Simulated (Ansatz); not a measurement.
The same path of a periodic cell of 17 atoms, Li (host Li, host structure bcc, interstitial Li) was run twice with different band settings. Lost on the way: Li1–Li16, Li2–Li7, Li2–Li17, Li9–Li16, Li12–Li17. Made: Li1–Li17, Li3–Li13, Li9–Li17, Li12–Li16.

Theory: DFT PBE-D3(BJ), scalar-relativistic, plane waves, PAW in Ansatz 0.2.0. Settings: cutoff 420 eV, k mesh 3x3x3, gaussian smearing 0.15 eV, no spin polarisation.

Relaxed end points:

```xyz
17
Lattice="6.9800 0.0000 0.0000 0.0000 6.9800 0.0000 0.0000 0.0000 6.9800" Properties=species:S:1:pos:R:3
Li 0.059 0.158 -0.061
Li 3.540 0.139 0.005
Li 0.366 3.164 -0.162
Li 0.099 0.004 3.579
Li 1.469 2.062 1.904
Li 3.446 3.390 0.123
Li 3.099 0.319 2.752
Li 5.379 1.867 1.801
Li -0.020 3.735 3.669
Li 1.608 5.210 1.588
Li 1.989 1.691 5.046
Li 3.508 3.639 3.454
Li 5.348 5.282 1.758
Li 5.220 1.868 5.115
Li 1.864 5.305 5.282
Li 5.613 4.788 6.018
Li 4.512 -0.765 4.407
```

```xyz
17
Lattice="6.9800 0.0000 0.0000 0.0000 6.9800 0.0000 0.0000 0.0000 6.9800" Properties=species:S:1:pos:R:3
Li -0.078 -0.011 0.105
Li 3.559 0.146 0.042
Li -0.185 3.751 -0.001
Li 0.742 0.357 3.113
Li 1.594 2.052 1.442
Li 3.660 3.185 0.362
Li 3.485 0.149 3.565
Li 5.416 1.676 1.977
Li 0.034 3.626 3.494
Li 1.903 5.219 1.637
Li 1.689 1.887 5.393
Li 3.364 3.353 3.435
Li 5.175 5.313 1.883
Li 5.374 1.866 5.231
Li 1.737 5.263 5.344
Li 4.457 4.775 5.573
Li 6.088 -0.774 4.509
```

Common settings: optimiser quadratic models (default); force threshold 0.05 eV/Å; end points relaxed.

| run | movable images | climbing image | spring | start path | iteration limit |
| --- | --- | --- | --- | --- | --- |
| 1 | 5 | yes | 10.0 eV/Å² | IDPP | 21 |
| 2 | 4 | no | 5.0 eV/Å² | default | 38 |

Problem. What does each run give, and how far can it be trusted?

Solution. Run 1: converged after 9 iterations, highest image 0.001 eV above the first end. The top lies less than 8 meV above the higher end, about what the thresholds resolve: that end is a shoulder or a very shallow well. The order of the stationary point at the top wasn't checked.
Run 2: converged after 4 iterations, highest image 0.018 eV above the first end. No image climbed, so the highest image needn't sit at the top of the path.
Limits of this set-up: coarse k mesh.
